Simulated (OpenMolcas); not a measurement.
Tc4+ (d3) among equal point charges was computed by CASSCF with the d shell active (OpenMolcas, ANO-RCC-VDZP on the metal). Its lowest spin-free states, and all those of the highest spin:

```csv
2S+1,Degeneracy,E (cm-1)
4,1,0.0
4,2,6713
4,1,8121
4,1,11416
4,2,12640
2,2,16446
2,2,17195
2,1,18164
2,1,21016
2,1,21553
4,2,21576
2,2,22704
4,1,26543
```

**Question.** Is the site octahedral, tetrahedral or cube-like, axial, or of lower symmetry?

**Answer.** The states with 2S+1 = 4 have orbital degeneracies 1, 2, 1, 1, 2, 2, 1. There are pairs but no triples, so the site is axial: not cubic, but with a proper or improper axis of order three or more. The run had Tc4+ among 6 point charges of -1 e arranged as a trigonal antiprism (D3d), 1.83 Å from the ion, with a polar angle of 50.9° against the regular 54.74°.

Without dynamic correlation the repulsion within the d shell is too large (B by tens of per cent), so at a given field states of lower spin stand too high. This is an electrostatic model: the charges have no orbitals. No measured value stands beside these numbers.
